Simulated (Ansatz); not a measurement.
Basis-set extrapolation for C2H7NOSi, SMILES `C[Si]1(N)CO1` (PBE0-D4/def2-TZVP geometry, frozen core, Ansatz 0.2.0). Multiplicity 1, RHF reference.

```csv
,def2-TZVPP,def2-QZVPP
HF,-498.189366,-498.209121
MP2 correlation,-0.911772,-0.977256
CCSD(T) correlation,-0.985718,not run
```

Energies in hartree. Use E(X) = E(∞) + A·exp(−7.88·√X) for Hartree–Fock and E(X) = E(∞) + B·X^(−2.97) for correlation, with X = 3 and 4, and add CCSD(T) minus MP2 of the smaller set to the MP2 limit.

Q: What is the CCSD(T) energy at the basis-set limit?

A: HF limit: -498.209121 + (-0.019755) × 0.13774 = -498.21184. MP2 limit: -0.977256 + (-0.065484) × 0.74074 = -1.02576. Higher-order term: -0.985718 − (-0.911772) = -0.07395. Total: -499.31155 hartree, 3.71 eV below CCSD(T)/def2-TZVPP.
